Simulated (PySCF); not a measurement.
Electron correlation in S+ (sulfur, charge +1)

[Ne] 3s2 3p3, high-spin 4S determinant. Calculation: PySCF 2.14, in aug-cc-pVTZ-DK (6s5p3d2f, 50 functions); scalar relativity by spin-free X2C-1e. Frozen: [Ne]; 5 electrons correlated.

```
  level  correlation energy (mhartree)
   CCSD                        -109.20
    (T)                          -3.50
CCSD(T)                        -112.70
```

Diagnostics: T1 = 0.0034, D1 = 0.0086, largest double amplitude 0.045.

Cost of the coupled-cluster step: roughly 2.6 core-seconds, for 5 correlated electrons.

Iterations:

```
CC2 = 0
CCSD nocc = (np.int64(4), np.int64(1)), nmo = (45, 45)
frozen orbitals [[0, 1, 2, 3, 4], [0, 1, 2, 3, 4]]
max_cycle = 100
direct = 0
conv_tol = 1e-08
conv_tol_normt = 1e-06
diis_space = 8
diis_start_cycle = 0
Init t2, MP2 energy = -0.0903701736986988
Init E_corr(UCCSD) = -0.0903701737049788
cycle = 1  E_corr(UCCSD) = -0.105180117813933  dE = -0.0148099441  norm(t1,t2) = 0.0389156
cycle = 2  E_corr(UCCSD) = -0.108088348937571  dE = -0.00290823112  norm(t1,t2) = 0.0109549
cycle = 3  E_corr(UCCSD) = -0.109221360338252  dE = -0.0011330114  norm(t1,t2) = 0.00392858
cycle = 4  E_corr(UCCSD) = -0.109199669648967  dE = 2.16906893e-05  norm(t1,t2) = 0.000532885
cycle = 5  E_corr(UCCSD) = -0.109198921062306  dE = 7.48586661e-07  norm(t1,t2) = 5.27308e-05
cycle = 6  E_corr(UCCSD) = -0.109198666107718  dE = 2.54954589e-07  norm(t1,t2) = 1.02574e-05
cycle = 7  E_corr(UCCSD) = -0.109198832412451  dE = -1.66304733e-07  norm(t1,t2) = 2.11413e-06
cycle = 8  E_corr(UCCSD) = -0.109198780570343  dE = 5.18421075e-08  norm(t1,t2) = 3.85746e-07
cycle = 9  E_corr(UCCSD) = -0.109198785253094  dE = -4.68275065e-09  norm(t1,t2) = 6.90752e-08
UCCSD converged
E(UCCSD) = -398.3609959109214  E_corr = -0.1091987852530938
UCCSD(T) correction = -0.00350312244244312
```
